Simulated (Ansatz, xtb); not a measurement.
# C7H6FS+: which of two isomers lies lower

We compare I, `F/C=C/c1cccc[s+]1`, a singlet, with II, `C=C(F)c1cc[s+]cc1`, a singlet. Both are isolated ions in the gas phase, relaxed with B3LYP/def2-SVP; the shapes shown needn't be the lowest conformers.

I (Å):

```xyz
15

C     2.1684    0.8328    0.6947
C     1.1687    0.8901   -0.2130
C     0.3998   -0.2252   -0.7137
C    -0.6165   -0.0123   -1.6653
C    -1.4136   -1.0109   -2.2119
C    -1.2995   -2.3763   -1.8752
C    -0.3728   -2.8229   -0.9639
F     2.7911    1.9165    1.0694
S     0.7347   -1.8229   -0.1378
H     2.5457   -0.0714    1.1873
H     0.9112    1.8751   -0.6124
H    -0.7787    1.0194   -1.9883
H    -2.1713   -0.7199   -2.9442
H    -1.9614   -3.1070   -2.3463
H    -0.2753   -3.8792   -0.6950
```

II (Å):

```
atom    x (Å)    y (Å)    z (Å)
   C   0.9448   2.4503   0.8160
   C   0.5954   1.5165  -0.0845
   C   0.2990   0.1040   0.1637
   C   0.3590  -0.4482   1.4684
   C   0.0895  -1.7672   1.7521
   C  -0.3553  -2.0476  -0.8482
   C  -0.0534  -0.7070  -0.9454
   F   0.4899   1.8582  -1.3726
   S  -0.3552  -2.9413   0.5994
   H   1.0456   2.2281   1.8774
   H   1.1371   3.4727   0.4831
   H   0.6322   0.1885   2.3116
   H   0.1480  -2.1517   2.7748
   H  -0.6224  -2.6351  -1.7321
   H  -0.0889  -0.2471  -1.9344
```

**Question.** Estimate which is lower in electronic energy at CCSD(T)/def2-SVP + ΔMP2/def2-TZVPP, and by roughly how much.

**Answer.** Not settled: CCSD(T)/def2-SVP + ΔMP2/def2-TZVPP gives E(II) − E(I) = −1.51 kcal/mol, but this leans on the basis-set step: CCSD(T) alone gives −0.99 kcal/mol.

Level by level:

```json
{"level": "GFN2-xTB", "geometry": "GFN2-xTB", "E(II) − E(I) (kcal/mol)": "+1.36", "departure from the last row (kcal/mol)": "+2.86", "job, with rough time for the two": "optimisation, 0.16 s"}
{"level": "HF/STO-3G", "geometry": "GFN2-xTB", "E(II) − E(I) (kcal/mol)": "+3.73", "departure from the last row (kcal/mol)": "+5.23", "job, with rough time for the two": "single point, 0.52 s"}
{"level": "r2SCAN-D4/def2-SVP", "geometry": "GFN2-xTB", "E(II) − E(I) (kcal/mol)": "+0.62", "departure from the last row (kcal/mol)": "+2.13", "job, with rough time for the two": "single point, 5.2 s"}
{"level": "B3LYP/def2-SVP", "geometry": "B3LYP/def2-SVP", "E(II) − E(I) (kcal/mol)": "+0.20", "departure from the last row (kcal/mol)": "+1.70", "job, with rough time for the two": "optimisation, 39 s"}
{"level": "HF/def2-SVP", "geometry": "B3LYP/def2-SVP", "E(II) − E(I) (kcal/mol)": "+0.21", "departure from the last row (kcal/mol)": "+1.72", "job, with rough time for the two": "part of the CCSD(T) run"}
{"level": "MP2/def2-SVP", "geometry": "B3LYP/def2-SVP", "E(II) − E(I) (kcal/mol)": "−0.01", "departure from the last row (kcal/mol)": "+1.50", "job, with rough time for the two": "part of the CCSD(T) run"}
{"level": "CCSD(T)/def2-SVP", "geometry": "B3LYP/def2-SVP", "E(II) − E(I) (kcal/mol)": "−0.99", "departure from the last row (kcal/mol)": "+0.51", "job, with rough time for the two": "single point"}
{"level": "CCSD(T)/def2-SVP + ΔMP2/def2-TZVPP", "geometry": "B3LYP/def2-SVP", "E(II) − E(I) (kcal/mol)": "−1.51", "departure from the last row (kcal/mol)": "", "job, with rough time for the two": "single point, 2.6 min"}
```

As drawn, both hold the same kinds of bond in the same numbers.

GFN2-xTB, HF/STO-3G, r2SCAN-D4/def2-SVP put the two in the other order. B3LYP/def2-SVP, HF/def2-SVP, MP2/def2-SVP find them nearly level. The largest departure from CCSD(T)/def2-SVP + ΔMP2/def2-TZVPP is that of HF/STO-3G, 5.23 kcal/mol. The last row adds to CCSD(T) the change of the MP2 difference between the two basis sets, here −0.51 kcal/mol.

With thermal terms from frequencies at re-optimised GFN2-xTB minima (ideal gas, soft modes damped towards free rotors, one conformer each, 298.15 K, 1 atm): on the last row, ΔE + ΔZPE = −1.73, ΔH = −1.84, ΔG = −1.46 kcal/mol.

The correlated steps freeze 13 core orbitals. Codes used: Ansatz 0.2.0, xtb 6.7.1; the last row on 4 threads of Arm Neoverse V1 on a shared host.
